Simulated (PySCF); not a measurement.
H6O3Si2. Atoms are numbered in the order given.

```xyz
11

O      1.0891     1.6290     0.5656
Si     1.3544     0.3193    -0.4721
Si    -0.5892    -0.8489     0.0508
O     -1.0558    -0.1206     1.4737
O     -1.6451    -0.6016    -1.2168
H      1.7345     2.3430     0.5777
H      1.4788     0.7696    -1.8913
H      2.6252    -0.3889    -0.1198
H     -0.4810    -2.3071     0.3298
H     -0.6641     0.7605     1.5697
H     -2.5114    -1.0174    -1.1478
```

Coordinates come from a ωB97X-D3(BJ)/def2-SVP optimisation. Other conformers were not sampled.

The numbers are results of PBE/pcSseg-1 (PySCF), not measurements.

GIAO shieldings, no solvent; atoms listed in one row are averaged. δ = σ(ref) − σ: ¹⁷O against H2O (σ = 334.3 ppm); ²⁹Si against TMS (σ = 335.4 ppm); ¹H against TMS (σ = 31.49 ppm), references at their B3LYP-D3(BJ)/def2-TZVP geometries, non-relativistic.

**Question.** Estimate the chemical shifts. (An estimate is asked for; the answer gives what the named calculation found.)

**Answer.** 
| nucleus | atoms | count | δ (ppm) |
|---|---|---|---|
| ¹⁷O | O4 | 1 | 86.5 |
| ¹⁷O | O5 | 1 | 84.2 |
| ¹⁷O | O1 | 1 | -6.3 |
| ²⁹Si | Si3 | 1 | -12.2 |
| ²⁹Si | Si2 | 1 | -26.8 |
| ¹H | H9 | 1 | 5.75 |
| ¹H | H7 | 1 | 5.58 |
| ¹H | H8 | 1 | 5.47 |
| ¹H | H10 | 1 | 4.54 |
| ¹H | H11 | 1 | 2.52 |
| ¹H | H6 | 1 | 0.41 |
